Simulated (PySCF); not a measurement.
Compound: C6H13ClSSi.
SMILES with atom numbers: `[CH3:1][CH2:2][Si@@H:3]([Cl:4])[S:5][CH2:6][CH:7]1[CH2:8][CH2:9]1`

Geometry (GFN2-xTB, Å), atoms numbered from 1 in this order:
```
atom  x, y, z in Å
C1    -3.886    0.035    0.778
C2    -2.972    0.487   -0.356
Si3   -1.151    0.092   -0.013
Cl4   -0.910   -1.912    0.185
S5    -0.014    0.807   -1.690
C6     1.563   -0.116   -1.517
C7     2.442    0.441   -0.435
C8     3.567   -0.401    0.092
C9     2.379   -0.111    0.957
H10   -4.925    0.262    0.549
H11   -3.800   -1.037    0.938
H12   -3.623    0.537    1.706
H13   -3.291    0.010   -1.285
H14   -3.089    1.560   -0.507
H15   -0.658    0.712    1.213
H16    2.039   -0.016   -2.493
H17    1.322   -1.163   -1.339
H18    2.625    1.504   -0.540
H19    4.507    0.077    0.319
H20    3.672   -1.401   -0.301
H21    1.693   -0.920    1.155
H22    2.500    0.571    1.785
```

NICS is the negative of the GIAO shielding at a point without a nucleus: at the ring centre (0) and 1 Å above and below it (1); zz is the component along the ring normal. Level: GIAO PBE0/pcSseg-1 (PySCF, non-relativistic, gas phase) on the GFN2-xTB geometry, one conformer.

Ring bond lengths (Å), with Mayer bond orders in brackets: C7–C8 1.501 (0.94), C8–C9 1.498 (0.97), C9–C7 1.499 (0.95).

**Question.** What do the NICS probes read (ppm)?

**Answer.** 
```csv
ring,type,NICS(0),"NICS(1), two faces","NICS(1)zz, two faces",rms pucker (Å),"centre to ring atoms, mean (Å)"
C7–C8–C9,3-membered carbocycle; formal bonds all single,-43.8,-8.7 / -8.7,-23.7 / -20.8,0.00,0.87
```

**Question.** What can be read from them?

**Answer.** 
- C7–C8–C9: mean NICS(1)zz -22.3 ppm, shielded. C7, C8, C9 have four or more neighbours, and the NICS criterion for π rings isn't applied. NICS(0) lies 35 ppm below the mean NICS(1).

**Question.** At the second NICS(1) probe listed for ring C7–C8–C9, 1 Å off the ring, what do the in-plane components average?

**Answer.** The isotropic value is a third of the trace: (3 × -8.7 − (-20.8))/2 = -2.6 ppm.

**Question.** List the ring angles and the Hirshfeld charges of the ring atoms.

**Answer.** 
- C7–C8–C9: C7 59.9° (-0.046 e), C8 60.0° (-0.089 e), C9 60.1° (-0.091 e); sum 180.0° against 180° for a flat convex ring.

**Question.** How shielded are the nuclei of the rings and their hydrogens (means over atoms taken as equivalent)?

**Answer.** 
```
atoms                 environment  σ isotropic (ppm)
   C7  three-membered-ring carbon              168.9
   C8  three-membered-ring carbon              180.5
   C9  three-membered-ring carbon              178.1
  H18            methine hydrogen              30.71
  H19          methylene hydrogen              31.19
  H20          methylene hydrogen              31.62
  H21          methylene hydrogen              31.25
  H22          methylene hydrogen              31.18
```
